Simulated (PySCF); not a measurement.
PBE on Li⁻ (lithium, charge -1), [He] 2s2, closed-shell 1S. Computed with PySCF 2.14 in aug-cc-pVTZ (5s4p3d2f, 46 functions), with the non-relativistic Hamiltonian (point nucleus).

```
cycle= 1 E= -7.47922763561051  delta_E= -0.000835  |g|= 0.00962  |ddm|= 0.374
cycle= 2 E= -7.47895627745255  delta_E= 0.000271  |g|= 0.0116  |ddm|= 0.261
cycle= 3 E= -7.47977450576644  delta_E= -0.000818  |g|= 0.000704  |ddm|= 0.147
cycle= 4 E= -7.47977466952393  delta_E= -1.64e-07  |g|= 9.05e-05  |ddm|= 0.00489
cycle= 5 E= -7.47977471408299  delta_E= -4.46e-08  |g|= 4.77e-06  |ddm|= 0.000802
cycle= 6 E= -7.479774714192  delta_E= -1.09e-10  |g|= 7.06e-07  |ddm|= 8.59e-05
converged SCF energy = -7.479774714192  <S^2> = -1.7763568e-15  2S+1 = 1
```

Highest occupied orbital energy: 0.881 eV; ⟨L²⟩ = 0.00; populations by l: s 4.00, p 0.00, d 0.00, f 0.00.

(1) Can this result be used?

Results:

(1) With care. The run converged. At PBE the highest occupied level has a positive energy, so only the finite basis holds that electron; in a semilocal or global hybrid functional this comes from self-interaction and does not mean that the real anion is unbound.
